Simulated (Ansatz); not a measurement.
Abridged output of a molecular run in Ansatz:

```
Functional definition: HF
2523 factors; integrals over basis functions are off by at most 1.1e-3 eV
mean field evaluation 1: about -88434.2288 eV, gradient 4.9e1 eV
mean field evaluation 2: about -88434.6111 eV, gradient 5.0e1 eV
mean field evaluation 4: about -88440.6966 eV, gradient 6.3e0 eV
mean field evaluation 8: about -88440.8225 eV, gradient 2.7e-1 eV
mean field evaluation 16: about -88440.8234 eV, gradient 2.7e-6 eV
mean field -88440.82344259 eV, -3250.1403141720 hartree, gradient 2.7e-6 eV, S^2 0.000000; 0 other end points of the search recorded, 0 dependent functions left out
27 core orbitals not correlated: weight in the atoms' cores, before any rotation towards them, 1.000 or more for the frozen orbitals, at most 0.000 for the correlated occupied ones
reference -88440.82344259 eV, -3250.1403141720 hartree; 27, 27 occupied and 381, 381 virtual orbitals, 2523 factors
second order -34.50658275 eV of doubles, -0.00000000 eV of singles
cycle   1  -35.60238778 eV  change    -1.1e0 eV  update   1.3e-1
cycle   2  -36.57751719 eV  change   -9.8e-1 eV  update   3.7e-2
cycle   3  -36.72651000 eV  change   -1.5e-1 eV  update   1.7e-2
cycle   4  -36.71202847 eV  change    1.4e-2 eV  update   3.7e-3
cycle   5  -36.71087222 eV  change    1.2e-3 eV  update   1.6e-3
cycle   6  -36.71072769 eV  change    1.4e-4 eV  update   4.3e-4
cycle   7  -36.71058317 eV  change    1.4e-4 eV  update   1.7e-4
cycle   8  -36.71062398 eV  change   -4.1e-5 eV  update   5.7e-5
perturbative correction -1.45269530 eV, -0.0533855677 hartree
Total energy: -88478.98676187 eV, -3251.5427902876 hartree
```

Its atoms:

Cartesian coordinates in Å:
```
C -0.985 -1.425 -1.537
Si 0.130 -0.023 -1.018
C -0.698 1.620 -1.322
N 0.556 -0.201 0.670
Ge 1.932 0.857 1.338
Si -0.373 -1.094 1.783
Cl -2.240 -0.255 2.089
H -0.510 -2.398 -1.393
H -1.223 -1.321 -2.600
H -1.929 -1.419 -0.986
H 1.399 -0.076 -1.800
H -1.626 1.690 -0.747
H -0.940 1.745 -2.381
H -0.055 2.453 -1.027
H 1.403 1.708 2.504
H 3.077 -0.047 1.823
H 2.403 1.751 0.182
H 0.316 -1.089 3.096
H -0.641 -2.476 1.326
```

Which basis set was used?
A. def2-SVPD
B. def2-QZVPP
C. def2-TZVPPD
D. def2-TZVPP

D. It gives 435 functions.

Write the keys of the input that set method, charge and spin (a neutral closed shell needs none for the last two).


```yaml
correlation: {method: ccsd_t}
```
